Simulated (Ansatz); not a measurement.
One change: `C=CB[SiH2][SiH3]` becomes `[SiH3][SiH2]BC=S`.

Ansatz, PBE0-D4/def2-TZVP geometries, multiplicity 1. Each molecule was computed in one conformer, which needn't be the lowest.

```
                                          property  `C=CB[SiH2][SiH3]`
                HOMO energy (PBE0/def2-TZVPP) / eV               -7.64
              HOMO–LUMO gap (PBE0/def2-TZVPP) / eV                5.12
                LUMO energy (PBE0/def2-TZVPP) / eV               -2.53
size of the dipole moment (ωB97M-V/def2-TZVPP) / D                1.87
           HOMO–LUMO gap (ωB97M-V/def2-TZVPP) / eV                9.09
                 HOMO energy (PBE/def2-TZVPP) / eV               -6.54
```

Problem. What does the change do to each property? (Best estimate.)

Solution. Ansatz gave: 
| property | `[SiH3][SiH2]BC=S` | shift |
| --- | --- | --- |
| HOMO energy (PBE0/def2-TZVPP) / eV | -7.40 | 0.24 |
| HOMO–LUMO gap (PBE0/def2-TZVPP) / eV | 4.40 | -0.72 |
| LUMO energy (PBE0/def2-TZVPP) / eV | -3.00 | -0.47 |
| size of the dipole moment (ωB97M-V/def2-TZVPP) / D | 2.20 | 0.33 |
| HOMO–LUMO gap (ωB97M-V/def2-TZVPP) / eV | 8.50 | -0.59 |
| HOMO energy (PBE/def2-TZVPP) / eV | -6.36 | 0.18 |

With PBE0 the HOMO rises by 0.24 eV and the LUMO falls by 0.47 eV, so the gap narrows by about 0.71 eV. PBE moves the HOMO by 0.18 eV and ωB97M-V by 0.28 eV. Dipoles are sizes alone; their direction can turn.
